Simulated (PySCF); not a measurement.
PySCF (NMR shieldings with GIAOs, density fitting), isolated neutral molecules in closed-shell states, PBE0-D3(BJ)/def2-SVP geometries kept fixed through all settings. Starting from PBE/pcSseg-1, one thing was changed at a time: the functional to BLYP, the functional to LDA, the functional to B3LYP, the functional to BP86, the functional to OPBE.

Changes against PBE/pcSseg-1 in 4 molecules:

```json
{"molecule": "B1OCCCO1", "changed to": "BLYP", "mean 13C shielding (ppm)": "-6.1", "mean 1H shielding (ppm)": "+0.18", "HOMO energy (eV)": "+0.11"}
{"molecule": "B1OCCCO1", "changed to": "LDA", "mean 13C shielding (ppm)": "+0.1", "mean 1H shielding (ppm)": "-0.45", "HOMO energy (eV)": "-0.14"}
{"molecule": "B1OCCCO1", "changed to": "B3LYP", "mean 13C shielding (ppm)": "-0.2", "mean 1H shielding (ppm)": "+0.29", "HOMO energy (eV)": "-1.31"}
{"molecule": "B1OCCCO1", "changed to": "BP86", "mean 13C shielding (ppm)": "-0.3", "mean 1H shielding (ppm)": "+0.08", "HOMO energy (eV)": "-0.12"}
{"molecule": "B1OCCCO1", "changed to": "OPBE", "mean 13C shielding (ppm)": "+7.7", "mean 1H shielding (ppm)": "+0.08", "HOMO energy (eV)": "+0.01"}
{"molecule": "BNC[BH2-][PH3+]", "changed to": "BLYP", "mean 13C shielding (ppm)": "-5.6", "mean 1H shielding (ppm)": "+0.25", "HOMO energy (eV)": "+0.15"}
{"molecule": "BNC[BH2-][PH3+]", "changed to": "LDA", "mean 13C shielding (ppm)": "-0.3", "mean 1H shielding (ppm)": "-0.47", "HOMO energy (eV)": "-0.16"}
{"molecule": "BNC[BH2-][PH3+]", "changed to": "B3LYP", "mean 13C shielding (ppm)": "+0.9", "mean 1H shielding (ppm)": "+0.35", "HOMO energy (eV)": "-0.98"}
{"molecule": "BNC[BH2-][PH3+]", "changed to": "BP86", "mean 13C shielding (ppm)": "-0.1", "mean 1H shielding (ppm)": "+0.09", "HOMO energy (eV)": "-0.10"}
{"molecule": "BNC[BH2-][PH3+]", "changed to": "OPBE", "mean 13C shielding (ppm)": "+7.8", "mean 1H shielding (ppm)": "+0.04", "HOMO energy (eV)": "+0.05"}
{"molecule": "C[B@@H-]1[NH2+][BH2-][PH2+]1", "changed to": "BLYP", "mean 13C shielding (ppm)": "-5.2", "mean 1H shielding (ppm)": "+0.21", "HOMO energy (eV)": "+0.13"}
{"molecule": "C[B@@H-]1[NH2+][BH2-][PH2+]1", "changed to": "LDA", "mean 13C shielding (ppm)": "+1.7", "mean 1H shielding (ppm)": "-0.43", "HOMO energy (eV)": "-0.09"}
{"molecule": "C[B@@H-]1[NH2+][BH2-][PH2+]1", "changed to": "B3LYP", "mean 13C shielding (ppm)": "-0.8", "mean 1H shielding (ppm)": "+0.28", "HOMO energy (eV)": "-0.95"}
{"molecule": "C[B@@H-]1[NH2+][BH2-][PH2+]1", "changed to": "BP86", "mean 13C shielding (ppm)": "-0.2", "mean 1H shielding (ppm)": "+0.08", "HOMO energy (eV)": "-0.10"}
{"molecule": "C[B@@H-]1[NH2+][BH2-][PH2+]1", "changed to": "OPBE", "mean 13C shielding (ppm)": "+5.1", "mean 1H shielding (ppm)": "+0.04", "HOMO energy (eV)": "+0.02"}
{"molecule": "O=CCO[SiH2]O", "changed to": "BLYP", "mean 13C shielding (ppm)": "-5.0", "mean 1H shielding (ppm)": "+0.26", "HOMO energy (eV)": "+0.08"}
{"molecule": "O=CCO[SiH2]O", "changed to": "LDA", "mean 13C shielding (ppm)": "-6.0", "mean 1H shielding (ppm)": "-0.57", "HOMO energy (eV)": "-0.15"}
{"molecule": "O=CCO[SiH2]O", "changed to": "B3LYP", "mean 13C shielding (ppm)": "-0.6", "mean 1H shielding (ppm)": "+0.43", "HOMO energy (eV)": "-1.34"}
{"molecule": "O=CCO[SiH2]O", "changed to": "BP86", "mean 13C shielding (ppm)": "-0.2", "mean 1H shielding (ppm)": "+0.09", "HOMO energy (eV)": "-0.13"}
{"molecule": "O=CCO[SiH2]O", "changed to": "OPBE", "mean 13C shielding (ppm)": "+11.1", "mean 1H shielding (ppm)": "+0.09", "HOMO energy (eV)": "+0.05"}
```

For `CC(=O)O[SiH2]O` the PBE/pcSseg-1 run gave mean 13C shielding 79.8 ppm, mean 1H shielding 27.49 ppm, HOMO energy -6.82 eV. The changed runs lost their labels:

```csv
run,mean 13C shielding (ppm),mean 1H shielding (ppm),HOMO energy (eV)
A,89.0,27.54,-6.77
B,77.7,27.01,-7.05
C,74.2,27.69,-6.70
D,79.2,27.56,-6.95
E,76.4,27.76,-8.24
```

Which run belongs to which change?

A: OPBE; B: LDA; C: BLYP; D: BP86; E: B3LYP.

```csv
run,"change of mean 13C shielding (ppm), here / mean of the others","change of mean 1H shielding (ppm), here / mean of the others","change of HOMO energy (eV), here / mean of the others",next best match
A,+9.2 / +7.9,+0.05 / +0.06,+0.05 / +0.03,BP86
B,-2.1 / -1.1,-0.48 / -0.48,-0.23 / -0.14,BP86
C,-5.6 / -5.5,+0.20 / +0.22,+0.12 / +0.12,BP86
D,-0.6 / -0.2,+0.07 / +0.08,-0.13 / -0.11,OPBE
E,-3.4 / -0.2,+0.27 / +0.34,-1.42 / -1.15,BP86
```

Each run is given to the change whose mean effect on the other molecules lies nearest, every quantity measured in units of its scatter between molecules.

Would one quantity have been enough? Give each run to the change with the nearest mean effect on that quantity alone.

mean 13C shielding: 4 of 5 runs rightly; HOMO energy: 4 of 5 runs rightly; mean 1H shielding: 3 of 5 runs rightly.

Only sets that this rule tells apart clearly are shown.
